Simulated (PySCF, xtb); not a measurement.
Ti(Cl)(OH)3 (ClH₃O₃Ti), SMILES [OH][Ti]([OH])([OH])[Cl], multiplicity 1. Other conformers were not sampled.

Harmonic wavenumbers (cm⁻¹) from GFN2-xTB (xtb) at its own minimum, in rising order: 59, 136, 142, 143, 168, 168, 191, 193, 292, 297, 329, 413, 623, 697, 699, 3637, 3637, 3639.

Problem. What does r2SCAN-D4/def2-SVP in PySCF give at its own minimum? (Estimate from the structure and the level; the computed values follow.)

Solution. 150, 150, 156, 190, 190, 245, 246, 287, 412, 432, 432, 465, 766, 818, 818, 3876, 3876, 3884. Paired by order, the mean absolute difference is 107 cm⁻¹ and the zero-point energies are 22.1 and 24.9 kcal/mol.
